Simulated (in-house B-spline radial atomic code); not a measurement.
The numbers below are computed, except where a source is named.
## Weak and strong correlation along the adiabatic connection

Two-electron singlets in several external potentials (atomic units), by full CI in B-splines with partial waves to l = 8 (correlation energies up to 0.6 % small). The repulsion is scaled by λ at fixed density; W(λ) is the mean repulsion less the Hartree energy, W(0) = E_x, and the area under W from 0 to 1 is E_xc.

Relative drop (W(λ) − E_x)/E_x:

| system | λ = 0.12 | λ = 0.25 | λ = 0.4 | λ = 0.6 | λ = 0.8 | λ = 1 |
| --- | --- | --- | --- | --- | --- | --- |
| −Z exp(−kr)/r, Z = 3.75, k = 0.987 | 0.0057 | 0.0118 | 0.0186 | 0.0272 | 0.0355 | 0.0435 |
| −V exp(−r²/w²), V = 6.34, w = 6.29 | 0.0214 | 0.0423 | 0.0636 | 0.0883 | 0.1094 | 0.1276 |
| ω²r²/2 − Z/r, ω = 0.011, Z = 1 | 0.0354 | 0.0675 | 0.0983 | 0.1315 | 0.1581 | 0.1799 |
| −Z/r, Z = 0.94 | 0.0502 | 0.0912 | 0.1275 | 0.1644 | 0.1925 | 0.2148 |
| −Z exp(−kr)/r, Z = 8.31, k = 1.64 | 0.0023 | 0.0048 | 0.0077 | 0.0114 | 0.0151 | 0.0186 |
| empty sphere, radius 2.16 bohr | 0.0164 | 0.0328 | 0.0502 | 0.0709 | 0.0893 | 0.1057 |
| ω²r²/2, ω = 1.85 | 0.0113 | 0.0229 | 0.0355 | 0.0509 | 0.0652 | 0.0782 |

Problem. Order the systems by how far second-order (GL2) theory, half the initial slope (estimated from the first points of each curve), overshoots the correlation energy, least first.
A. −Z/r, Z = 0.94
B. −Z exp(−kr)/r, Z = 8.31, k = 1.64
C. −V exp(−r²/w²), V = 6.34, w = 6.29
D. −Z exp(−kr)/r, Z = 3.75, k = 0.987
E. ω²r²/2 − Z/r, ω = 0.011, Z = 1
F. empty sphere, radius 2.16 bohr
G. ω²r²/2, ω = 1.85

Solution. B (GL2/E_c = 1.03), D (GL2/E_c = 1.08), G (GL2/E_c = 1.16), F (GL2/E_c = 1.22), C (GL2/E_c = 1.30), E (GL2/E_c = 1.50), A (GL2/E_c = 1.80).

Problem. What else changes along this order?

Solution. The ratio follows the bend of the curve. With it the leading natural occupation goes from 1.999 to 1.845 and −T_c/E_c from 0.97 to 0.59 between the first and the last.
